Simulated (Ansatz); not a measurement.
Reactions of `F[SiH2]P[SiH3]`.

Isolated molecules relaxed with PBE0-D4/def2-TZVP in Ansatz; ΔE leaves out vibrations. CBS: MP2 limit from def2 TZ/QZ plus the TZ coupled-cluster correction, frozen cores. This one scheme is used for every species, atoms too. DFT in def2-TZVPP. Open shells (•) are unrestricted, without spin–orbit coupling. Spin–orbit coupling would lower the free atoms: a little for F, Si. Bonds to Se are less sure, by a few kJ/mol each and by 10 to 20 or more in all where they break to atoms, as the def2 sets lack core-valence functions. Scalar relativity is left out up to krypton. Each species was taken in one conformer, which may not be the lowest.

| reaction | MP2/CBS(def2) (eV) | r2SCAN-D4 (eV) |
| --- | --- | --- |
| `F[SiH2]P[SiH3]` + HCl → `[SiH3]Cl` + `F[SiH2]P` | -0.68 | -0.65 |
| `F[SiH2]P[SiH3]` + H₂ → `[SiH3]P` + `F[SiH3]` | 0.16 | 0.15 |
| `F[SiH2]P[SiH3]` → F• + 6 H• + P• + 2 Si• | 31.73 | 31.68 |
| `F[SiH2]P[SiH3]` + NH₃ → `N[SiH2]F` + `[SiH3]P` | -0.46 | -0.44 |
| `F[SiH2]P[SiH3]` + `O[SiH](F)[SeH]` → `F[SiH]([SeH])O[SiH3]` + `F[SiH2]P` | -0.75 | -0.68 |
| `F[SiH2]P[SiH3]` → `[SiH3]P` + `F[SiH]` | 2.59 | 2.59 |
| `F[SiH2]P[SiH3]` + H₂ → `[SiH3]P[SiH3]` + H–F | 1.14 | 1.16 |
| `F[SiH2]P[SiH3]` → `F[SiH]([SiH3])P` | 0.39 | 0.27 |
| `F[SiH2]P[SiH3]` + H₂O → `O[SiH2]P[SiH3]` + H–F | 0.38 | 0.40 |
| `F[SiH2]P[SiH3]` → `F[SiH2]P` + `[SiH2]` | 2.97 | 2.97 |

Give the CCSD(T)/CBS values in the same order. (Estimate.)

Computed: -0.66, 0.09, 31.78, -0.46, -0.75, 2.38, 1.09, 0.31, 0.40, 2.74 eV.

Largest T1 diagnostic: 0.015, for `F[SiH]`.
